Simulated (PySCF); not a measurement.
Fill in the blanks.

Species: C8H21BP (charge -1).
Cartesian coordinates in Å at the PBE0-D3(BJ)/def2-SVP level; atoms count from 1:
```xyz
31
C8H21BP angstrom
B     -0.066    2.301    0.232
P      0.171    0.592   -0.744
C      1.630   -0.266    0.167
C      2.757    0.769    0.125
C      2.097   -1.498   -0.613
C      1.370   -0.638    1.623
C     -1.434   -0.382   -0.321
C     -2.458    0.186   -1.310
C     -1.965   -0.165    1.095
C     -1.290   -1.877   -0.598
H     -1.190    2.727   -0.073
H      0.792    3.089   -0.185
H      0.023    2.167    1.464
H      2.936    1.118   -0.906
H      2.503    1.652    0.730
H      3.697    0.327    0.508
H      3.037   -1.900   -0.184
H      1.355   -2.308   -0.598
H      2.281   -1.238   -1.668
H      2.309   -0.954    2.120
H      0.659   -1.475    1.713
H      0.960    0.224    2.172
H     -3.448   -0.288   -1.156
H     -2.142    0.007   -2.350
H     -2.568    1.272   -1.172
H     -2.036    0.909    1.318
H     -2.969   -0.620    1.207
H     -1.310   -0.617    1.854
H     -0.646   -2.374    0.144
H     -0.860   -2.057   -1.596
H     -2.279   -2.375   -0.556
```

```json
{"property": "point group", "level": "PBE0-D3(BJ)/def2-SVP", "value": "?"}
{"property": "rotational constants A, B, C", "level": "PBE0-D3(BJ)/def2-SVP", "value": "?"}
{"property": "HOMO energy", "level": "HF/pcSseg-1", "value": "?"}
{"property": "LUMO energy", "level": "HF/pcSseg-1", "value": "7.61 eV"}
{"property": "13C chemical shifts (computed TMS as zero) by class", "level": "GIAO HF/pcSseg-1", "value": "30.7 (C4/C5/C6/C8/C9/C10), 21.8 (C3/C7) ppm"}
{"property": "1H chemical shifts (computed TMS as zero) by class", "level": "GIAO HF/pcSseg-1", "value": "?"}
{"property": "isotropic shieldings of nuclei other than C and H, by class", "level": "GIAO HF/pcSseg-1", "value": "?"}
```

Gas-phase values; electronic properties from PySCF, density fitting. Geometry: PBE0-D3(BJ)/def2-SVP; no solvent or vibrations. The geometry's basis has no diffuse functions, a weakness for an anion. NMR classes are plain means over equivalent atoms (diastereotopic ones count apart unless rotation or inversion swaps them), as if these changed places fast; in this geometry the members of some classes differ. No diffuse functions stand in pcSseg-1, which bears on an anion's orbital energies.

The 1H chemical shifts (computed TMS as zero) by class?

0.86 (H14 and 17 like it), 0.52 (H11/H12/H13) ppm.

The point group?

C1.

The isotropic shieldings of nuclei other than C and H, by class?

148 (B1), 355 (P2) ppm.

Give the HOMO energy.

-3.51 eV.

Give the rotational constants A, B, C.

1.514, 0.856, 0.742 GHz.

With B = h/(8π²I), that is 505.379 GHz u Å² over I, the principal moments of inertia are 333.8, 590.6 and 680.8 u Å² (most abundant isotopes); the inertial defect Ic − Ia − Ib is -243.6 u Å² (zero for a rigid planar frame, negative otherwise). The rotational constants make it an asymmetric top with κ = (2B − A − C)/(A − C) = -0.71, nearer the prolate limit (−1).

For the NMR shielding job (HF/pcSseg-1), the run took 47 s on Arm Neoverse V1, one thread (shared host), and the process peaked at 1.7 GiB of memory.
